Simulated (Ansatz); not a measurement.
Ideal-gas functions of CH4AlFO, SMILES `C[O][AlH][F]` at 800 K and 1 bar, from an Ansatz frequency run at PBE0-D4/def2-TZVP.

Molar mass 78.02 g/mol, point group Cs (symmetry number 1), electronic degeneracy 1, moments of inertia 36.075, 142.296, 175.212 u Å². Harmonic wavenumbers (cm⁻¹, unscaled): 76, 94, 156, 306, 487, 640, 701, 867, 1184, 1192, 1240, 1487, 1496, 1501, 2020, 3017, 3084, 3090.

Use S(trans) = R[1.5 ln M + 2.5 ln T − 1.1517]; rotational temperatures θ = 24.2544 K / I; S(rot) = R[ln(√π/σ · √(T³/θAθBθC)) + 1.5]; for each mode x = 1.438777 ν̃/T, S = R[x/(eˣ − 1) − ln(1 − e⁻ˣ)] and H = RT x/(eˣ − 1); 1 cm⁻¹ = 0.0119627 kJ/mol; R = 8.31446 J/(mol·K).

**Question.** By hand: the entropy, in J/(mol·K).

**Answer.** Translation 183.7. Rotation: θ = 0.6723, 0.1705, 0.1384 K, giving 117.8. Vibration, mode by mode: 24.87, 23.10, 18.91, 13.38, 9.68, 7.59, 6.92, 5.42, 3.44, 3.40, 3.18, 2.24, 2.21, 2.20, 1.04, 0.24, 0.21, 0.21, in all 128.2. Electronic 0.0. Sum 429.7 J/(mol·K).

**Question.** By hand: H − E and G − E in kJ/mol, counted from the electronic energy.

**Answer.** Zero-point energy ½ × 22638 × 0.0119627 = 135.4; thermal vibration 47.5; translation, rotation and pV give 4 RT = 26.6. H − E = 209.5 kJ/mol, and G − E = 209.5 − 800 × 429.7/1000 = -134.3 kJ/mol.

Vibration gives 30 % of the entropy, 48.0 J/(mol·K) of it from the modes under 150 cm⁻¹: soft modes count most, and the harmonic formula is weakest for them. The sum counts one conformer and one mirror image; others add a mixing term.
